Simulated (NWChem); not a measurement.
System: ZnHBr; SMILES [ZnH][Br]

The following NWChem deck was run.

```
start job
memory heap 200 mb stack 900 mb global 1100 mb
geometry units angstroms noautoz
  Zn     0.000000     0.000000    -1.145806
  H      0.000000     0.000000    -2.675133
  Br     0.000000     0.000000     1.105145
end
basis spherical
  * library 3-21g
end
dft
  xc b3lyp
  iterations 150
  mulliken
end
task dft energy
```

Excerpt of the output:

```
             Northwest Computational Chemistry Package (NWChem) 7.3.0
             --------------------------------------------------------

 ORDER OF PRIMARY AXIS IS BEING SET TO 4
 C4V symmetry detected

                             Geometry "geometry" -> ""
                             -------------------------

 Output coordinates in angstroms (scale by  1.889725989 to convert to a.u.)

  No.       Tag          Charge          X              Y              Z
 ---- ---------------- ---------- -------------- -------------- --------------
    1 Zn                  30.0000     0.00000000     0.00000000    -1.17051452
    2 H                    1.0000     0.00000000     0.00000000    -2.69984152
    3 Br                  35.0000     0.00000000     0.00000000     1.08043648

 Effective nuclear repulsion energy (a.u.)     262.1250692995

      Symmetry information
      --------------------

 Group name             C4v
 Group number             18
 Group order               8
 No. of unique centers     3

                                 NWChem DFT Module
                                 -----------------

 Summary of "ao basis" -> "ao basis" (spherical)
 ------------------------------------------------------------------------------
       Tag                 Description            Shells   Functions and Types
 ---------------- ------------------------------  ------  ---------------------
 Zn                          3-21g                  11       27   5s4p2d
 H                           3-21g                   2        2   2s
 Br                          3-21g                  10       22   5s4p1d

      Symmetry analysis of basis
      --------------------------

        a1         23
        a2          0
        b1          3
        b2          3
        e          22

            General Information
            -------------------
          SCF calculation type: DFT
          Wavefunction type:  closed shell.
          No. of atoms     :     3
          No. of electrons :    66
           Alpha electrons :    33
            Beta electrons :    33
          Charge           :     0
          Spin multiplicity:     1
          Use of symmetry is: on ; symmetry adaption is: on
          Maximum number of iterations: 150
          AO basis - number of functions:    51
                     number of shells:    23
          Convergence on energy requested:  1.00D-06
          Convergence on density requested:  1.00D-05
          Convergence on gradient requested:  5.00D-04

              XC Information
              --------------
                         B3LYP Method XC Potential
                     Hartree-Fock (Exact) Exchange  0.200
                        Slater Exchange Functional  0.800 local
                    Becke 1988 Exchange Functional  0.720 non-local
              Lee-Yang-Parr Correlation Functional  0.810
                  VWN I RPA Correlation Functional  0.190 local

             Grid Information
             ----------------
          Grid used for XC integration:  medium
          Radial quadrature: Mura-Knowles
          Angular quadrature: Lebedev.
          Tag              B.-S. Rad. Rad. Pts. Rad. Cut. Ang. Pts.
          ---              ---------- --------- --------- ---------
          Zn                  1.35      112           8.0       590
          H                   0.35       45          10.0       434
          Br                  1.15      112          10.0       590
          Grid pruning is: on
          Number of quadrature shells:   269
          Spatial weights used:  Erf1

      Superposition of Atomic Density Guess
      -------------------------------------

 Sum of atomic energies:       -4329.48721606

      Non-variational initial energy
      ------------------------------

 Total energy =   -4329.722586
 1-e energy   =   -6571.106733
 2-e energy   =    1979.259078
 HOMO         =      -0.368278
 LUMO         =       0.023587

      Symmetry analysis of molecular orbitals - initial
      -------------------------------------------------

 !! scf_movecs_sym_adapt:    6 vectors were symmetry contaminated

  Symmetry fudging

 !! scf_movecs_sym_adapt:    2 vectors were symmetry contaminated

  Numbering of irreducible representations:

     1 a1          2 a2          3 b1          4 b2          5 e

  Orbital symmetries:

     1 a1          2 a1          3 a1          4 a1          5 e
     6 e           7 a1          8 a1          9 e          10 e
    11 a1         12 a1         13 e          14 e          15 a1
    16 a1         17 e          18 e          19 a1         20 e
    21 e          22 b2         23 b1         24 a1         25 a1
    26 e          27 e          28 b1         29 b2         30 a1
    31 e          32 e          33 a1         34 a1         35 e
    36 e          37 a1         38 a1         39 e          40 e
    41 a1         42 a1         43 e

     ---------------------------------------------
      Total Density - Mulliken Population Analysis
     ---------------------------------------------

    Atom       Charge   Shell Charges
 -----------   ------   -------------------------------------------------------
    1 Zn  30    29.30   2.00  2.00  6.00  2.00  5.97  0.72  0.37  0.28  0.05  5.04  4.90
    2 H    1     1.11   0.37  0.74
    3 Br  35    35.59   2.00  2.00  5.99  2.00  5.97  0.78  2.45  1.20  3.21 10.00

   convergence    iter        energy       DeltaE   RMS-Dens  Diis-err
 ---------------- ----- ----------------- --------- --------- ---------
 d= 0,ls=0.0,diis     1  -4332.9407111277 -4.60D+03  2.29D-02  2.27D-01
 d= 0,ls=0.0,diis     2  -4332.9662195981 -2.55D-02  1.04D-02  9.45D-02
 d= 0,ls=0.0,diis     3  -4332.9836921641 -1.75D-02  2.95D-03  2.39D-02
 d= 0,ls=0.0,diis     4  -4332.9877003285 -4.01D-03  4.64D-04  1.52D-03
 d= 0,ls=0.0,diis     5  -4332.9877910547 -9.07D-05  1.84D-04  1.81D-04
  Resetting Diis
 d= 0,ls=0.0,diis     6  -4332.9877995394 -8.48D-06  2.78D-05  5.44D-07

 !! scf_movecs_sym_adapt:    2 vectors were symmetry contaminated

  Symmetry fudging
 d= 0,ls=0.0,diis     7  -4332.9877997211 -1.82D-07  3.19D-06  2.31D-08

         Total DFT energy =    -4332.987799721099
      One electron energy =    -6568.883143137737
           Coulomb energy =     2136.814383883298
    Exchange-Corr. energy =     -163.044109766173
 Nuclear repulsion energy =      262.125069299513

 Numeric. integr. density =       66.000011628433

                  Occupations of the irreducible representations
                  ----------------------------------------------

                     irrep           alpha         beta
                     --------     --------     --------
                     a1               15.0         15.0
                     a2                0.0          0.0
                     b1                2.0          2.0
                     b2                2.0          2.0
                     e                14.0         14.0

                       DFT Final Molecular Orbital Analysis
                       ------------------------------------

 Vector   31  Occ=2.000000D+00  E=-3.163411D-01  Symmetry=a1
              MO Center= -1.0D-15,  1.8D-14, -9.6D-01, r^2= 4.5D+00
   Bfn.  Coefficient  Atom+Function         Bfn.  Coefficient  Atom+Function
  ----- ------------  ---------------      ----- ------------  ---------------
    42     -0.337593  3 Br pz                13      0.332963  1 Zn pz
    46     -0.322578  3 Br pz                29     -0.252565  2 H  s
    38      0.228638  3 Br pz                28     -0.223144  2 H  s
    10     -0.160112  1 Zn s                  9     -0.132371  1 Zn pz
    43     -0.113316  3 Br s                 14     -0.101495  1 Zn s

 Vector   32  Occ=2.000000D+00  E=-2.854960D-01  Symmetry=e
              MO Center= -2.0D-16, -1.0D-16,  8.9D-01, r^2= 1.8D+00
   Bfn.  Coefficient  Atom+Function         Bfn.  Coefficient  Atom+Function
  ----- ------------  ---------------      ----- ------------  ---------------
    44      0.561835  3 Br px                40      0.498087  3 Br px
    36     -0.338498  3 Br px                21      0.127718  1 Zn d  1
    26      0.116526  1 Zn d  1              11      0.113475  1 Zn px
    32      0.109372  3 Br px                15      0.059045  1 Zn px
     7     -0.039698  1 Zn px

 Vector   33  Occ=2.000000D+00  E=-2.854960D-01  Symmetry=e
              MO Center= -1.1D-15,  3.1D-14,  8.9D-01, r^2= 1.8D+00
   Bfn.  Coefficient  Atom+Function         Bfn.  Coefficient  Atom+Function
  ----- ------------  ---------------      ----- ------------  ---------------
    45      0.561835  3 Br py                41      0.498087  3 Br py
    37     -0.338498  3 Br py                19     -0.127718  1 Zn d -1
    24     -0.116526  1 Zn d -1              12      0.113475  1 Zn py
    33      0.109372  3 Br py                16      0.059045  1 Zn py
     8     -0.039698  1 Zn py

 Vector   34  Occ=0.000000D+00  E=-3.030084D-02  Symmetry=e
              MO Center=  9.5D-17, -9.2D-17, -1.2D+00, r^2= 5.4D+00
   Bfn.  Coefficient  Atom+Function         Bfn.  Coefficient  Atom+Function
  ----- ------------  ---------------      ----- ------------  ---------------
    15      0.510731  1 Zn px                11      0.477961  1 Zn px
    16     -0.273427  1 Zn py                44     -0.262799  3 Br px
    12     -0.255884  1 Zn py                45      0.140693  3 Br py
    40     -0.137281  3 Br px                 7     -0.127622  1 Zn px
    36      0.094698  3 Br px                41      0.073495  3 Br py

 Vector   35  Occ=0.000000D+00  E=-3.030084D-02  Symmetry=e
              MO Center= -4.6D-14, -8.7D-14, -1.2D+00, r^2= 5.4D+00
   Bfn.  Coefficient  Atom+Function         Bfn.  Coefficient  Atom+Function
  ----- ------------  ---------------      ----- ------------  ---------------
    16      0.510731  1 Zn py                12      0.477961  1 Zn py
    15      0.273427  1 Zn px                45     -0.262799  3 Br py
    11      0.255884  1 Zn px                44     -0.140693  3 Br px
    41     -0.137281  3 Br py                 8     -0.127622  1 Zn py
    37      0.094698  3 Br py                40     -0.073495  3 Br px

 Vector   36  Occ=0.000000D+00  E=-2.102779D-02  Symmetry=a1
              MO Center=  1.9D-14,  1.4D-14, -6.6D-01, r^2= 5.3D+00
   Bfn.  Coefficient  Atom+Function         Bfn.  Coefficient  Atom+Function
  ----- ------------  ---------------      ----- ------------  ---------------
    14      0.767298  1 Zn s                 43     -0.541511  3 Br s
    17      0.503618  1 Zn pz                29     -0.458298  2 H  s
    10      0.390765  1 Zn s                 46      0.370741  3 Br pz
    42      0.226941  3 Br pz                20      0.189280  1 Zn d  0
    25      0.164441  1 Zn d  0              38     -0.146115  3 Br pz

     ---------------------------------------------
      Total Density - Mulliken Population Analysis
     ---------------------------------------------

    Atom       Charge   Shell Charges
 -----------   ------   -------------------------------------------------------
    1 Zn  30    29.71   2.00  2.00  6.00  2.00  5.97  1.04  0.75  0.10  0.07  5.05  4.76
    2 H    1     1.06   0.41  0.64
    3 Br  35    35.23   2.00  2.00  5.99  2.00  5.96  0.84  2.37  1.16  2.92 10.00

     -------------------------------------------
      Total Density - Lowdin Population Analysis
     -------------------------------------------

    Atom       Charge   Shell Charges
 -----------   ------   -------------------------------------------------------
    1 Zn  30    29.91   2.00  2.00  6.00  1.99  5.93  0.78  0.77  0.34  0.30  5.03  4.79
    2 H    1     1.05   0.42  0.63
    3 Br  35    35.03   2.00  1.99  5.98  2.00  5.80  0.90  2.45  0.90  3.01 10.00

     Multipole analysis of the density
     ---------------------------------

     L   x y z        total         alpha         beta         nuclear
     -   - - -        -----         -----         ----         -------
     0   0 0 0     -0.000000    -33.000000    -33.000000     66.000000

     1   1 0 0      0.000000      0.000000      0.000000      0.000000
     1   0 1 0     -0.000000     -0.000000     -0.000000      0.000000
     1   0 0 1     -0.573480     -0.286740     -0.286740      0.000000

     2   2 0 0    -24.402991    -12.201496    -12.201496      0.000000
     2   1 1 0      0.000000      0.000000      0.000000      0.000000
     2   1 0 1      0.000000      0.000000      0.000000      0.000000
     2   0 2 0    -24.402991    -12.201496    -12.201496      0.000000
     2   0 1 1      0.000000      0.000000      0.000000      0.000000
     2   0 0 2    -28.614688   -173.664796   -173.664796    318.714905
```

Level: B3LYP/3-21G. All runs use the structure optimised with PBE-D3(BJ)/def2-SVP. B3LYP is NWChem's, with the RPA form of VWN correlation.
